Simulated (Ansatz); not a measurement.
Geometry optimisation, RKS PBE-D4/def2-SVP in Ansatz.

Input file:

```yaml
crystal:
  periodic: [false, false, false]
  atoms:
    - { symbol: Al, position_ang: [-0.26504, 0.296908, -0.163628] }
    - { symbol: H, position_ang: [1.35868, -1.407138, 1.398806] }
    - { symbol: "N", position_ang: [0.506656, 1.845647, 0.275554] }
    - { symbol: "N", position_ang: [-1.864994, -0.164041, 0.473838] }
    - { symbol: H, position_ang: [1.240209, -1.431228, 0.700314] }
    - { symbol: "N", position_ang: [0.571065, -0.800452, -1.433571] }
    - { symbol: H, position_ang: [1.239177, 2.311863, -0.261952] }
    - { symbol: H, position_ang: [0.268727, 2.410373, 1.092318] }
    - { symbol: H, position_ang: [-2.462365, 0.420454, 1.059697] }
    - { symbol: H, position_ang: [-2.311346, -1.071096, 0.331512] }
    - { symbol: H, position_ang: [1.575753, -0.782132, -1.618032] }
    - { symbol: H, position_ang: [0.143478, -1.629458, -1.854756] }
basis:
  gaussian: { orbitals: def2-SVP }
hamiltonian:
  xc: pbe
  dispersion: d4
relax:
  f_tol: 0.03
  max_steps: 50
```

Run as:

```bash
$ ansatz run input.yaml --threads 2 --pin off --max-ram 3072MiB --backend cpu --events-out ev --progress --plain --runs-dir out
```

Problem. Where does it end, and by what steps?

Solution. The run converged. After 10 steps the energy has fallen by 0.221 eV; H2 moved furthest, 1.21 Å.

```
step  energy less start (eV)  largest force component (eV/Å)  accepted
   0                  0.0000                           2.761       yes
   1                 -0.1627                           0.559       yes
   2                 -0.1878                           0.276       yes
   3                 -0.1968                           0.222       yes
   4                 -0.2041                           0.273       yes
   5                 -0.2089                           0.306       yes
   6                 -0.2131                           0.218       yes
   7                 -0.2183                           0.113       yes
   8                 -0.2201                           0.157       yes
   9                 -0.2210                           0.049       yes
  10                 -0.2214                           0.028       yes
```

```xyz
12
Properties=species:S:1:pos:R:3
Al -0.315 0.477 -0.205
H 1.667 -2.569 1.315
N 0.317 2.125 0.080
N -1.882 -0.034 0.483
H 1.402 -2.116 0.746
N 0.644 -0.691 -1.175
H 1.027 2.591 -0.486
H 0.021 2.742 0.838
H -2.618 0.595 0.808
H -2.165 -1.004 0.634
H 1.632 -0.587 -1.412
H 0.269 -1.529 -1.624
```

Whether the end is a true minimum wasn't checked by a vibrational analysis.

The run took 15 s on 2 threads of Intel(R) Xeon(R) Platinum 8375C CPU @ 2.90GHz (Ice Lake), with other jobs on the host, peak memory 0.2 GiB.
